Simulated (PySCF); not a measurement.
SiH3Br, SMILES [SiH3]Br. Atoms are numbered in the order given.

```xyz
5

Si     0.0000     0.0000     1.4778
Br     0.0000     0.0000    -0.7576
H     -1.2130    -0.7004     1.9417
H      0.0000     1.4007     1.9417
H      1.2130    -0.7004     1.9417
```
Charge 0, spin multiplicity 1.

The structure is a stationary point at B3LYP-D3(BJ)/def2-TZVP.

Calculation: r2SCAN/def2-TZVPD (PySCF).

Symmetry labels are those of the subgroup Cs that the program uses (full group C3v).

Computed valence orbital energies around the gap with their symmetry:
```csv
orbital,symmetry,energy (eV)
HOMO−7,A',-68.72
HOMO−6,A',-20.23
HOMO−5,A',-14.09
HOMO−4,A",-9.63
HOMO−3,A',-9.63
HOMO−2,A',-9.56
HOMO−1,A",-7.54
HOMO,A',-7.54
LUMO,A',-1.01
LUMO+1,A',0.31
LUMO+2,A',0.46
LUMO+3,A",0.46
```
